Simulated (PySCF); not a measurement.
Excitations are Tamm–Dancoff values on a coarser integration grid. The basis has no diffuse functions, so Rydberg states are missing or too high.

BBr3, SMILES `BrB(Br)Br` (charge 0, multiplicity 1)

Computed with PBE-D3(BJ)/def2-TZVP (PySCF).

The HOMO comes out as -7.03 eV and the dipole moment comes out as 0.00 D. The HOMO–LUMO gap is 4.06 eV. The LUMO comes out as -2.96 eV and the S1 excitation (TDA) comes out as 4.14 eV. The S1 oscillator strength is 0.000 and the brightest of the four lowest singlets (TDA) is 5.53 eV. The T1 excitation (TDA) is 3.98 eV. The S1–T1 gap (TDA) is 0.16 eV. The total energy is -7746.2377 Ha and the cost is around 2.1 core-minutes (rough).

Bonded distances (Å): Br1–B2 1.909, B2–Br3 1.909, B2–Br4 1.909. Bond angles (°): Br1–B2–Br3 120.0, Br1–B2–Br4 120.0, Br3–B2–Br4 120.0.
Charge 0, spin multiplicity 1.
